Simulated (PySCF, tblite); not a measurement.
Isomers of C4H8F3O2P, one GFN2-xTB conformer each. Single-point energies are computed at PBE0/pcSseg-1 (PySCF, gas phase, no added dispersion term), electronic only.

Question: Rank them by PBE0/pcSseg-1 energy, lowest first (kcal/mol).
A. `[CH3:1][O:2][CH2:3][P@@:4]([CH3:5])(=[O:6])[C:7]([F:8])([F:9])[F:10]` with C1–O2–C3–P4 -75°, O2–C3–P4–C5 -56°
B. `[CH3:1][P@:2](=[O:3])([CH2:4][OH:5])[CH2:6][C:7]([F:8])([F:9])[F:10]` with C1–P2–C4–O5 176°, P2–C4–O5–H -52°, C1–P2–C6–C7 34°

Answer: B (0.0), A (22.7).

As drawn, the lower has an O–H bond, which the higher lacks. GFN2-xTB itself gives, in the same order: 0.0, 10.5. Both levels put the same isomer lowest.

Question: Which frontier levels, dipoles and rotational constants go with these structures?

Answer: 
```tsv
SMILES	HOMO (eV, PBE0/pcSseg-1)	LUMO (eV)	dipole (D)	A, B, C (MHz)
C[P@](=O)(CO)CC(F)(F)F	-7.79	1.06	1.91	1709, 797.1, 693.6
COC[P@@](C)(=O)C(F)(F)F	-7.51	0.52	2.94	1916, 738.2, 713.5
```

Question: What happens when harmonic zero-point energies from GFN2-xTB frequencies are added?

Answer: 
```
                 SMILES  ZPE (kcal/mol)  electronic (kcal/mol)  with ZPE (kcal/mol)
 C[P@](=O)(CO)CC(F)(F)F            77.0                    0.0                  0.0
COC[P@@](C)(=O)C(F)(F)F            76.7                   22.7                 22.3
```

The zero-point energies span 0.3 kcal/mol. The order is unchanged.
